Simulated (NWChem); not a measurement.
System: C$_{4}$H$_{5}$Cl; SMILES C(CCl)C#C

```xyz
10

C      0.9035    -2.4229    -0.1317
C      0.0311    -1.6132     0.0875
C     -1.0248    -0.6404     0.3371
C     -0.8716     0.6657    -0.4287
Cl     0.5697     1.5833     0.0838
H      1.6819    -3.1389    -0.3208
H     -1.0799    -0.4230     1.4170
H     -1.9979    -1.0824     0.0575
H     -0.7743     0.4832    -1.5074
H     -1.7441     1.3102    -0.2556
```
Atoms are numbered in this order, from 1.

Computed with NWChem. Medium grid unless said otherwise, to which SCAN and Minnesota functionals are sensitive. Coordinates come from a PBE0/def2-SVP optimisation. B3LYP is NWChem's, with the RPA form of VWN correlation. Total energies of different functionals are on different scales.

```
level                   energy (Ha)  highest occupied level (eV)  orbital gap (eV)  dipole (D)
----------------------  -----------  ---------------------------  ----------------  ----------
PBE/def2-TZVP             -615.2336                        -6.62              6.13        1.93
B3LYP/def2-TZVP           -615.6544                        -7.62              7.83        1.97
Hartree-Fock/def2-TZVP    -613.8843                       -10.60             14.08        2.16
BLYP/def2-TZVP            -615.5589                        -6.47              6.06        1.91
CAM-B3LYP/def2-TZVP       -615.5561                        -9.23             10.70        2.01
M06-2X/def2-TZVP          -615.5488                        -9.14             10.44        2.02
```
